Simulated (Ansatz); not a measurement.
Consider the atomization: `C[N](C)[Mg][N](C)C` → 4 C• + 12 H• + Mg (atom) + 2 N•.

Program: Ansatz. Geometries: PBE0-D4/def2-TZVP. ΔE: electronic, gas phase. CCSD(T)/CBS is the MP2 limit (def2-TZVPP, def2-QZVPP) plus CCSD(T) − MP2 in def2-TZVPP, frozen cores. This one scheme is used for every species, atoms too. Functionals use def2-TZVPP. HSE06 is defined as in plane-wave codes. No spin–orbit coupling; open shells (•) take unrestricted orbitals. Spin–orbit coupling would lower the free atoms: a little for C. Bonds to Mg are less sure, by a few kJ/mol each and by 10 to 20 or more in all where they break to atoms, as the def2 sets lack core-valence functions. One conformer a species, not always the lowest.

Q: What is ΔE at CCSD(T)/CBS? (Best estimate.)

A: The calculation gave: +6872.2 kJ/mol.

Q: What do these levels give: PBE0-D4, CAM-B3LYP-D4, revPBE, HSE06, MP2/CBS(def2), CCSD/CBS(def2)? (Best estimate.)

A: The calculation gave: PBE0-D4 6889.0, CAM-B3LYP-D4 6911.6, revPBE 6734.6, HSE06 6867.3, MP2/CBS(def2) 6948.1, CCSD/CBS(def2) 6778.4 kJ/mol.

Largest T1 diagnostic among the species: 0.011.

The D4 term adds +54.1 kJ/mol with B3LYP and +28.7 kJ/mol with PBE0; it sums over pairs of atoms, weighted by their polarisabilities, and B3LYP, whose exchange is more repulsive, gets the larger term. At CCSD(T), def2-SVP lies −339.7 kJ/mol from the extrapolated value and def2-TZVPP −193.3 kJ/mol: correlation converges slowly with the basis, and small sets miss more of it in the bonded molecule than in its fragments. From BLYP to BHLYP (50 % exact exchange), in def2-TZVPP and without D4, ΔE moves by −147.5 kJ/mol: exact exchange takes away binding that semilocal exchange gives to molecules.

B3LYP here is the variant with VWN-RPA as its local correlation; programs differ in this.

For atomizations the MP2-based limit and the directly extrapolated one differ by several kJ/mol either way, and by 10 to 25 for some Ge, Se and Sn compounds, so smaller differences from it don't rank the levels.
